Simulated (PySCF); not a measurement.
C2H5F, SMILES CCF. Atoms are numbered in the order given.

```xyz
8

C     -0.2253     1.1954     0.0000
C      0.5487    -0.1028     0.0000
F     -0.3396    -1.1938     0.0000
H      0.4726     2.0463     0.0000
H     -0.8612     1.2710    -0.8927
H     -0.8612     1.2710     0.8927
H      1.1828    -0.1997     0.8963
H      1.1828    -0.1997    -0.8963
```
Charge 0, spin multiplicity 1.

Coordinates come from a PBE-D3(BJ)/def2-TZVP optimisation.

These are PBE/def2-TZVPD in PySCF values and carry that method's errors.

Symmetry labels are those of the subgroup Cs that the program uses (full group Cs).

Computed valence orbital energies around the gap with their symmetry:
```tsv
orbital	symmetry	energy (eV)
HOMO−7	A'	-15.44
HOMO−6	A'	-12.06
HOMO−5	A"	-11.97
HOMO−4	A'	-10.84
HOMO−3	A'	-9.54
HOMO−2	A"	-9.45
HOMO−1	A'	-7.92
HOMO	A"	-7.73
LUMO	A'	-0.18
LUMO+1	A'	0.53
LUMO+2	A'	0.89
LUMO+3	A"	1.07
```
